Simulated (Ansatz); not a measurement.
Single points on the cluster Ga2H4⁻.

```yaml
crystal:
  periodic: [false, false, false]
  atoms:
    - {symbol: Ga, position_ang: [-0.691950, -0.637912, 0.726826]}
    - {symbol: Ga, position_ang: [0.693273, 0.640471, -0.723477]}
    - {symbol: H, position_ang: [-2.110713, -1.267028, 0.310710]}
    - {symbol: H, position_ang: [2.114612, 1.269641, -0.317069]}
    - {symbol: H, position_ang: [0.329172, 0.987369, -2.249330]}
    - {symbol: H, position_ang: [-0.334393, -0.992542, 2.252340]}
basis:
  gaussian: {orbitals: def2-TZVPD, initial_orbitals: start.molden}
total_charge: -1
magnetization: {spin_polarized: true, initial_magnetization: 1}
hamiltonian: {xc: {name: r2SCAN0}, dispersion: d4}
scf: {omitted_lower_state_checks: [starts]}
output: {orbitals: {seedname: orbitals}}
```

The file start.molden holds the orbitals of an earlier run on this structure, at another level or in another basis.

```sh
$ ansatz run in.yaml --threads 4 --pin off --events-out ev --progress --plain --max-ram 3916MiB
```

It prints (some lines left out):

```
Functional definition: r2SCAN0
  name "r2SCAN0"
  cite "Bursch, Neugebauer, Ehlert & Grimme, J. Chem. Phys. 156, 134105 (2022) doi:10.1063/5.0086040"
  cite "Furness, Kaplan, Ning, Perdew & Sun, J. Phys. Chem. Lett. 11, 8208 (2020) doi:10.1021/acs.jpclett.0c02405"
  cite "Furness, Kaplan, Ning, Perdew & Sun, J. Phys. Chem. Lett. 11, 9248 (2020) doi:10.1021/acs.jpclett.0c03077"
  parent r2scan
  parameter a = 0.25
  parameter k0 = 0.174
  parameter k1 = 0.065
  parameter a1 = 4.9479
  exchange = (1 - a)*r2scan_x(k0 = k0, k1 = k1, a1 = a1) + a*exact_x
  correlation = r2scan_c
these checks for a lower state are left out or cut short: starts
1052 factors; their error is unknown
mean field evaluation 1: about -104819.2029 eV, gradient 4.8e0 eV
mean field evaluation 2: about -104819.2242 eV, gradient 4.3e-2 eV
mean field evaluation 4: about -104819.5551 eV, gradient 1.1e-4 eV
mean field -104819.55509089 eV, -3852.0476003440 hartree, gradient 2.2e-5 eV, S^2 0.757025; 0 other end points of the search recorded, 0 dependent functions left out
reference -104819.55510830 eV, -3852.0476009836 hartree; 34, 33 occupied and 110, 111 virtual orbitals, 1052 factors
Total energy: -104819.59316431 eV, -3852.0489995165 hartree
Checks for a lower state left out: starts
```

Run time 5 s (4 threads of Arm Neoverse V1 on a shared host).

The first input with `gaussian: {orbitals: def2-SVPD, initial_orbitals: start.molden}`, `hamiltonian: {xc: pbe, dispersion: d4}` (abridged; 1.4 s):

```
Functional definition: PBE
mean field -104791.86450825 eV, -3851.0299902012 hartree, gradient 2.6e-5 eV, S^2 0.752578
Total energy: -104792.00091327 eV, -3851.0350029932 hartree
Checks for a lower state left out: starts
```

As the first input, with `hamiltonian: {xc: {text: "exchange = 0.85*pbe_x + 0.15*exact_x\ncorrelation = pbe_c"}}` (abridged; 2.5 s):

```
Functional definition: unnamed
mean field -104806.70011554 eV, -3851.5751887131 hartree, gradient 4.7e-5 eV, S^2 0.753439
Total energy: -104806.70016044 eV, -3851.5751903633 hartree
Checks for a lower state left out: starts
```

As the first input, with `hamiltonian: {xc: {name: PBE-QIDH}}` and without the key `output` (abridged; 3.1 s):

```
Functional definition: PBE-QIDH
mean field -104784.16998636 eV, -3850.7472217373 hartree, gradient 8.2e-6 eV, S^2 0.757769
18 core orbitals not correlated: weight in the atoms' cores, before any rotation towards them, 1.000 or more for the frozen orbitals, at most 0.000 for the correlated occupied ones
second order -14.81685401 eV of doubles, -0.00000000 eV of singles
Total energy: -104789.10895415 eV, -3850.9287254557 hartree
Checks for a lower state left out: starts
```

The first input with `hamiltonian: {xc: {text: "exchange = 0.65*pbe_x + 0.35*exact_x\ncorrelation = pbe_c"}}` (abridged; 2.6 s):

```
Functional definition: unnamed
mean field -104808.60267415 eV, -3851.6451064526 hartree, gradient 1.4e-5 eV, S^2 0.754465
Total energy: -104808.60270877 eV, -3851.6451077248 hartree
Checks for a lower state left out: starts
```

First input, but with `hamiltonian: {xc: {name: B3LYP}, dispersion: d4}` (abridged; 3.1 s):

```
Functional definition: B3LYP
mean field -104824.54864980 eV, -3852.2311102492 hartree, gradient 2.2e-5 eV, S^2 0.752162
Total energy: -104824.77158652 eV, -3852.2393030223 hartree
Checks for a lower state left out: starts
```

The first input with `hamiltonian: {xc: {text: "exchange = 0.50*pbe_x + 0.50*exact_x\ncorrelation = pbe_c"}}` (abridged; 2.6 s):

```
Functional definition: unnamed
mean field -104810.12587863 eV, -3851.7010831847 hartree, gradient 1.6e-5 eV, S^2 0.755370
Total energy: -104810.12590539 eV, -3851.7010841681 hartree
Checks for a lower state left out: starts
```

Geometry: PBE0-D4/def2-TZVPD.

B3LYP takes the VWN-RPA correlation. Correlated methods freeze 18 core orbitals; core or outer-core shells of Ga are correlated, in sets that lack core-valence functions. At PBE-D4/def2-SVPD, PBE with 15 % exact exchange/def2-TZVPD, B3LYP-D4/def2-TZVPD the highest occupied level of the charge -1 doublet lies above zero (up to 0.87 eV). By energy differences its removal costs 1.54 eV (vertical, to the charge 0 singlet, at PBE0-D4/def2-TZVPD). The structure comes from a short search, and lower isomers may exist.
